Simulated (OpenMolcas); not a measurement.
# Ionisation energies of sulfur

```json
{"Program": "OpenMolcas 26.06", "Basis": "ANO-R3 [6s5p4d3f1g]", "Scalar Hamiltonian": "X2C, finite nucleus", "Spin-orbit coupling": "state interaction with AMFI integrals over the reference wave functions, term energies averaged over their components"}
```

Active shells in each charge state: the valence s, p shells, with orbitals averaged over the low states. Where CASPT2's correlated closed shells are named, they are those of the first ion.

A. CASSCF
B. SS-CASPT2, IPEA 0.25 Eh, imaginary shift 0.1 Eh (closed shells correlated: 2s 2p)
C. SS-CASPT2, IPEA 0.25 Eh, imaginary shift 0.1 Eh (closed shells correlated: none)
D. SS-CASPT2, IPEA 0 Eh, imaginary shift 0.1 Eh (closed shells correlated: 2s 2p)

Energies in eV between the lowest computed levels, named as in B; reference values from the NIST Atomic Spectra Database with their kind.

```csv
From,To,A,B,C,D,Spin-orbit share in B,Reference
S2+ 3s2 3p2 3P0,S3+ 3s2 3p 2P* 1/2,33.716,34.643,34.551,34.758,-0.007,34.860 (semi-empirical)
S3+ 3s2 3p 2P* 1/2,S4+ 3s2 1S0,45.992,47.079,46.927,47.194,+0.071,47.222 (semi-empirical)
S4+ 3s2 1S0,S5+ 3s 2S 1/2,72.177,72.484,72.271,72.486,+0.000,72.594 (measured)
S5+ 3s 2S 1/2,S6+ 2p6 1S0,87.567,87.961,87.567,87.966,+0.000,88.053 (measured)
```

Steps that some method lacks are left out, and so are those with a state whose active s or d shell is doubly occupied in every root (s and p with five to eight electrons, d10) over a frozen core shell of the same l, since the two then mix freely.

Error against the reference values, in %:

| From | Reference | A | B | C | D |
| --- | --- | --- | --- | --- | --- |
| S2+ | semi-empirical | -3.3 | -0.6 | -0.9 | -0.3 |
| S3+ | semi-empirical | -2.6 | -0.3 | -0.6 | -0.1 |
| S4+ | measured | -0.6 | -0.2 | -0.4 | -0.1 |
| S5+ | measured | -0.6 | -0.1 | -0.6 | -0.1 |

Mean absolute error over the 2 measured values: A 0.45 eV, B 0.10 eV, C 0.40 eV, D 0.10 eV.

* marks odd parity.
